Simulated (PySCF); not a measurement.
EuSi: one state, many levels of theory

State: Ms = 4.5 determinant of mixed spin, about 7.0 electrons in the 4f shell (Mulliken). Set-up: basis Eu x2c-SVPall, Si x2c-SVPall; spin-free X2C with a Gaussian nucleus; PySCF 2.14. De refers to Eu (4f7 6s2) + Si in their high-spin ground configurations, without counterpoise correction. The functionals are run spin-unrestricted. A positive dipole means Eu(−)Si(+). Levels whose curve was spin-contaminated or gave no clean fit are not listed.

| Level | Re (Å) | ωe (cm⁻¹) | De (eV) | μ (D) | CPU s a point (SCF and correlation, without the integrals) |
| --- | --- | --- | --- | --- | --- |
| PBE | 2.856 | 235 | 1.86 | -4.85 | 4.6 |
| BLYP | 2.897 | 222 | 1.51 | -4.49 | 3.1 |
| r²SCAN | 2.858 | 237 | 1.99 | -4.55 | 6.1 |
| B3LYP | 2.902 | 223 | 1.40 | -4.83 | 6.8 |
| PBE0 | 2.878 | 232 | 1.71 | -4.82 | 9.2 |
| HSE06 | 2.880 | 231 | 1.70 | -4.85 | 18 |

(1) What does the step from GGA to meta-GGA do here, going from PBE to r²SCAN?

(2) What does the three-parameter hybrid form, with a fifth of exact exchange, do here, going from BLYP to B3LYP?

These are scalar-relativistic numbers at best; spin–orbit coupling would shift them, the dissociation energy most. With d or f electrons several states lie close, and the lowest PBE0 determinant need not be the measured ground state.

The whole job (state search and all levels along the bond) took about 15 min on 2 threads of Intel Xeon Platinum 8259CL @ 2.50GHz (shared host), peak memory 4.4 GiB.

## Answers

(1) r²SCAN less PBE: +0.2 pm in Re, +0.9 % in ωe, +0.13 eV in De. 

(2) B3LYP less BLYP: +0.5 pm in Re, +0.5 % in ωe, -0.11 eV in De. Exact exchange removes part of the self-interaction that spreads semilocal densities, and in most molecules shortens and stiffens the bond and lowers De; here Re goes the other way.
